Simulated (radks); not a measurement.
Values are calculated unless marked as measured or tabulated.
How relativity changes the ionisation of neutral osmium ([Xe] 4f14 5d6 6s2) to Os+ ([Xe] 4f14 5d6 6s1). Spin-unpolarised spherical Kohn-Sham, PBEsol, point nucleus unless stated (finite: rms radius 5.4126 fm), a radial shooting solver on a logarithmic mesh with Libxc functionals. A level marked "c x" has the speed of light scaled by that factor and shares open shells by 2j + 1; other Dirac levels either fill j = l - 1/2 first or share by 2j + 1.

| level | E(Os) (hartree) | E(Os+) (hartree) | IE (eV) | HOMO | <r> HOMO (bohr) |
|---|---|---|---|---|---|
| non-rel. | -16290.0887 | -16289.7904 | 8.117 | 6s | 3.330 |
| scalar-rel. | -17248.9090 | -17248.5553 | 9.624 | 6s | 2.965 |
| scalar-rel., finite nucleus | -17245.7840 | -17245.4305 | 9.620 | 6s | 2.966 |
| Dirac, 2j+1 shares | -17276.8069 | -17276.4530 | 9.632 | 5d5/2 | 1.853 |
| Dirac, low j first | -17276.8683 | -17276.5170 | 9.560 | 5d5/2 | 1.865 |
| Dirac, 2j+1 shares, finite nucleus | -17273.6503 | -17273.2965 | 9.627 | 5d5/2 | 1.853 |
| Dirac, c x 0.85 | -17765.3918 | -17765.0051 | 10.523 | 5d5/2 | 1.903 |
| Dirac, c x 5 | -16323.8251 | -16323.5251 | 8.162 | 6s1/2 | 3.316 |
| Dirac, c x 100 | -16290.1725 | -16289.8742 | 8.117 | 6s1/2 | 3.330 |

NIST Atomic Spectra Database: 8.438 eV (measured). The relativistic part of the total energy of Os is -983.6 hartree (Dirac, 2j+1 shares, finite nucleus), 6 % of the non-relativistic value. Spin polarisation and multiplet splitting of open shells are left out at every level.

Beside tabulated values, note that relativity, absent from the non-relativistic runs, is large for the heavy elements, and spin-unpolarised runs miss the spin-polarisation part of the exchange energy of open shells.
